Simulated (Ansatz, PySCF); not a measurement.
Al(Br)(NH2)(NMe2) (C2H8AlBrN2), SMILES [N](C)(C)[Al]([Br])[NH2].

Geometry: ωB97X-D3(BJ)/def2-SVP. The values are those of a single conformer.

Vertical ionisation energy (IE) and electron affinity (EA) in eV. Rows of orbital energies are one-electron estimates. Where ΔSCF, EOM or ADC give a negative EA the extra electron is unbound and the value depends on the basis.

```json
[
 {"level": "−ε(HOMO), −ε(LUMO), r2SCAN/def2-TZVP (PySCF)", "IE": "5.33", "EA": "0.52"},
 {"level": "ΔSCF, PBE0/def2-SVPD (Ansatz), final states of multiplicity 2 and 2", "IE": "8.27", "EA": "-0.59"}
]
```

Problem. What vertical singlet–triplet gap does ΔSCF give with PBE0/def2-SVPD (Ansatz, a first-principles code)? (An estimate is asked for; the answer gives what the named calculation found.)

Solution. 4.66 eV (triplet above singlet where positive).
